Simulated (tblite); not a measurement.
Record of a relaxation.

C4H6BCl.
SMILES with atom numbers: `[CH:1]#[C:2][C@@H:3]([CH3:4])[BH:5][Cl:6]` (hydrogens: H7 on C1; H8 on C3; H9, H10, H11 on C4; H12 on B5)

Computed with GFN2-xTB (tblite), gas phase: L-BFGS steps from a force-field or distance-geometry start until the largest atomic force falls under 0.01 eV/Å. 11 of its 63 geometries are shown.

Step 0: E = -471.6753 eV, largest atomic force 3.059 eV/Å
```
atom  x, y, z in Å  |  force x, y, z in eV/Å
C1      2.355   -0.059    0.130   -2.937   0.037  -0.856
C2      1.176   -0.081   -0.213    2.927   0.322   0.669
C3     -0.229   -0.104   -0.593   -0.688   1.113   0.197
C4     -0.960   -1.051    0.317    0.467  -1.569   1.071
B5     -0.761    1.399   -0.399    1.873   1.183   1.774
Cl6    -1.221    1.986    1.300    0.128  -0.697  -1.974
H7      3.366   -0.018    0.418   -0.145  -0.094  -0.033
H8     -0.313   -0.353   -1.649    0.068  -0.424  -0.112
H9     -0.849   -0.719    1.389   -0.411  -0.229  -1.129
H10    -2.014   -1.175    0.033    0.445   0.056   0.265
H11    -0.422   -2.030    0.264   -0.727   0.380   0.073
H12    -0.126    2.205   -1.023   -1.000  -0.079   0.055
```

Step 6: E = -472.3396 eV, largest atomic force 0.286 eV/Å
```
atom  x, y, z in Å  |  force x, y, z in eV/Å
C1      2.322   -0.044    0.121    0.268   0.054   0.083
C2      1.179   -0.049   -0.229   -0.048  -0.055  -0.041
C3     -0.236   -0.074   -0.565    0.040  -0.068   0.059
C4     -0.938   -1.090    0.330   -0.073  -0.136   0.162
B5     -0.560    1.448   -0.284   -0.005   0.125  -0.152
Cl6    -1.239    1.945    1.176   -0.059   0.043   0.085
H7      3.330   -0.034    0.406    0.075  -0.028  -0.002
H8     -0.316   -0.368   -1.612   -0.073   0.006  -0.115
H9     -0.886   -0.741    1.358   -0.017  -0.133   0.090
H10    -1.986   -1.185    0.058   -0.019  -0.025  -0.061
H11    -0.458   -2.066    0.266   -0.067   0.040  -0.019
H12    -0.211    2.257   -1.051   -0.021   0.178  -0.089
```

Step 12: E = -472.3565 eV, largest atomic force 0.082 eV/Å
```
atom  x, y, z in Å  |  force x, y, z in eV/Å
C1      2.341   -0.032    0.126    0.015  -0.020  -0.012
C2      1.197   -0.066   -0.229    0.006  -0.007   0.013
C3     -0.227   -0.072   -0.554    0.048   0.001   0.054
C4     -0.944   -1.095    0.341    0.022  -0.013   0.001
B5     -0.558    1.469   -0.299    0.014  -0.055  -0.054
Cl6    -1.243    1.952    1.165   -0.036   0.062   0.025
H7      3.354   -0.041    0.405   -0.034  -0.003  -0.030
H8     -0.332   -0.366   -1.606    0.024   0.017   0.077
H9     -0.898   -0.780    1.382   -0.024  -0.027  -0.049
H10    -1.989   -1.190    0.050    0.024   0.052   0.002
H11    -0.473   -2.075    0.262   -0.009   0.042  -0.041
H12    -0.227    2.295   -1.068   -0.050  -0.051   0.012
```

Step 19: E = -472.3636 eV, largest atomic force 0.079 eV/Å
```
atom  x, y, z in Å  |  force x, y, z in eV/Å
C1      2.364   -0.041    0.121   -0.005  -0.018  -0.001
C2      1.214   -0.077   -0.211    0.010   0.036   0.054
C3     -0.210   -0.069   -0.523    0.011   0.055  -0.027
C4     -0.945   -1.099    0.345    0.007   0.039  -0.035
B5     -0.570    1.469   -0.294    0.003   0.022  -0.007
Cl6    -1.265    1.991    1.153   -0.018  -0.020   0.006
H7      3.378   -0.049    0.388    0.018  -0.015  -0.021
H8     -0.318   -0.359   -1.574    0.029   0.016  -0.010
H9     -0.912   -0.815    1.394    0.036  -0.022  -0.008
H10    -1.986   -1.156    0.035   -0.012  -0.041   0.017
H11    -0.480   -2.076    0.228   -0.063  -0.019   0.043
H12    -0.270    2.280   -1.088   -0.015  -0.033  -0.011
```

Step 25: E = -472.3666 eV, largest atomic force 0.051 eV/Å
```
atom  x, y, z in Å  |  force x, y, z in eV/Å
C1      2.378   -0.052    0.120   -0.016   0.007   0.002
C2      1.221   -0.068   -0.187    0.006  -0.006   0.001
C3     -0.201   -0.062   -0.511   -0.015   0.007  -0.006
C4     -0.946   -1.096    0.342   -0.004  -0.007   0.005
B5     -0.579    1.473   -0.291   -0.017   0.004   0.000
Cl6    -1.283    2.002    1.150    0.007  -0.028  -0.033
H7      3.396   -0.060    0.372    0.013  -0.018  -0.002
H8     -0.295   -0.347   -1.565    0.031   0.005  -0.005
H9     -0.906   -0.832    1.395    0.003   0.033   0.029
H10    -1.988   -1.147    0.035   -0.021   0.024   0.013
H11    -0.502   -2.081    0.220    0.026  -0.039  -0.019
H12    -0.295    2.269   -1.106   -0.013   0.020   0.015
```

Step 31: E = -472.3677 eV, largest atomic force 0.048 eV/Å
```
atom  x, y, z in Å  |  force x, y, z in eV/Å
C1      2.381   -0.053    0.122    0.016  -0.006   0.003
C2      1.222   -0.067   -0.179    0.000   0.001  -0.017
C3     -0.199   -0.059   -0.511    0.008  -0.033   0.016
C4     -0.945   -1.095    0.342   -0.006   0.001   0.005
B5     -0.585    1.473   -0.295   -0.008  -0.012   0.002
Cl6    -1.292    1.995    1.145   -0.019  -0.006   0.012
H7      3.401   -0.071    0.366   -0.005  -0.006   0.009
H8     -0.278   -0.345   -1.567   -0.011  -0.011   0.008
H9     -0.900   -0.829    1.397    0.020  -0.007  -0.028
H10    -1.991   -1.138    0.044    0.017   0.011   0.001
H11    -0.506   -2.084    0.215   -0.011   0.047   0.001
H12    -0.307    2.274   -1.106   -0.001   0.020  -0.013
```

Step 37: E = -472.3686 eV, largest atomic force 0.034 eV/Å
```
atom  x, y, z in Å  |  force x, y, z in eV/Å
C1      2.388   -0.060    0.124   -0.005  -0.014  -0.005
C2      1.229   -0.068   -0.178    0.006   0.000   0.003
C3     -0.192   -0.058   -0.510    0.007   0.024  -0.018
C4     -0.944   -1.088    0.343    0.024   0.003   0.002
B5     -0.593    1.472   -0.298    0.003   0.006  -0.008
Cl6    -1.313    1.982    1.141   -0.010  -0.003  -0.007
H7      3.408   -0.087    0.367   -0.003   0.003   0.011
H8     -0.268   -0.352   -1.563   -0.017   0.019  -0.016
H9     -0.883   -0.828    1.397   -0.010   0.005   0.020
H10    -1.992   -1.118    0.051    0.012   0.008   0.013
H11    -0.513   -2.077    0.208   -0.005  -0.033  -0.004
H12    -0.326    2.281   -1.107   -0.002  -0.017   0.008
```

Step 43: E = -472.3693 eV, largest atomic force 0.021 eV/Å
```
atom  x, y, z in Å  |  force x, y, z in eV/Å
C1      2.393   -0.073    0.124   -0.003   0.004   0.002
C2      1.235   -0.067   -0.182   -0.001  -0.011  -0.011
C3     -0.185   -0.054   -0.513   -0.005   0.003   0.000
C4     -0.935   -1.082    0.345   -0.009   0.000  -0.003
B5     -0.600    1.472   -0.301    0.005   0.002   0.006
Cl6    -1.336    1.968    1.134   -0.010   0.012  -0.009
H7      3.411   -0.099    0.375   -0.002  -0.004   0.003
H8     -0.269   -0.348   -1.566    0.007   0.011  -0.001
H9     -0.867   -0.825    1.400    0.018  -0.011  -0.001
H10    -1.986   -1.099    0.063   -0.017  -0.005   0.005
H11    -0.520   -2.078    0.202    0.012   0.004   0.006
H12    -0.339    2.284   -1.108    0.003  -0.004   0.003
```

Step 50: E = -472.3697 eV, largest atomic force 0.032 eV/Å
```
atom  x, y, z in Å  |  force x, y, z in eV/Å
C1      2.393   -0.078    0.126    0.004  -0.001   0.003
C2      1.237   -0.072   -0.187   -0.008   0.013   0.003
C3     -0.184   -0.051   -0.514   -0.011  -0.026   0.014
C4     -0.932   -1.080    0.346   -0.002  -0.007   0.006
B5     -0.602    1.474   -0.301   -0.013  -0.009   0.005
Cl6    -1.357    1.968    1.125   -0.005   0.006  -0.002
H7      3.410   -0.108    0.381    0.004  -0.005  -0.003
H8     -0.270   -0.340   -1.569   -0.006  -0.004   0.005
H9     -0.849   -0.827    1.401    0.004  -0.006  -0.014
H10    -1.986   -1.093    0.075    0.018  -0.002   0.005
H11    -0.520   -2.077    0.199   -0.002   0.022  -0.010
H12    -0.341    2.285   -1.107    0.017   0.020  -0.012
```

Step 56: E = -472.3702 eV, largest atomic force 0.039 eV/Å
```
atom  x, y, z in Å  |  force x, y, z in eV/Å
C1      2.392   -0.087    0.129   -0.015  -0.004  -0.008
C2      1.238   -0.070   -0.188    0.008   0.006   0.002
C3     -0.184   -0.048   -0.512    0.011   0.035  -0.013
C4     -0.924   -1.079    0.349    0.008   0.006  -0.001
B5     -0.609    1.477   -0.304    0.010   0.016  -0.011
Cl6    -1.392    1.972    1.106   -0.005  -0.006  -0.004
H7      3.409   -0.127    0.385   -0.013   0.004  -0.006
H8     -0.276   -0.335   -1.567    0.007  -0.009   0.001
H9     -0.821   -0.836    1.403   -0.007  -0.005   0.026
H10    -1.982   -1.087    0.097   -0.013   0.003  -0.003
H11    -0.517   -2.074    0.183    0.004  -0.027   0.001
H12    -0.333    2.291   -1.106    0.005  -0.020   0.017
```

Step 62: E = -472.3705 eV, largest atomic force 0.010 eV/Å
```
atom  x, y, z in Å  |  force x, y, z in eV/Å
C1      2.390   -0.090    0.129    0.007   0.003  -0.003
C2      1.236   -0.066   -0.190    0.001  -0.001   0.004
C3     -0.185   -0.044   -0.512   -0.002  -0.009   0.002
C4     -0.921   -1.079    0.351   -0.005  -0.001   0.000
B5     -0.611    1.480   -0.306    0.001  -0.007   0.003
Cl6    -1.407    1.972    1.098   -0.006  -0.001  -0.005
H7      3.406   -0.133    0.385    0.009   0.003  -0.003
H8     -0.276   -0.334   -1.566   -0.004   0.001  -0.001
H9     -0.812   -0.842    1.407   -0.002   0.001  -0.007
H10    -1.980   -1.085    0.105   -0.001   0.003   0.001
H11    -0.516   -2.074    0.178   -0.002   0.005   0.004
H12    -0.324    2.293   -1.103    0.005   0.003   0.005
```

**Question.** Summarise the path.

**Answer.** The energy falls by 0.6952 eV from step 0 to step 62; nine tenths of that is first reached at step 5. It falls at every step. The largest force goes from 3.059 to 0.010 eV/Å. Among the bonds B5–Cl6 changes most, from 1.856 to 1.687 Å; the atoms move by 0.148 Å rms after alignment.

What follows is the cost of the whole relaxation. Time: 0.31 s. Hardware: one thread, Arm Neoverse V1 (aarch64), shared host with 32 logical CPUs at a one-minute load of 28.
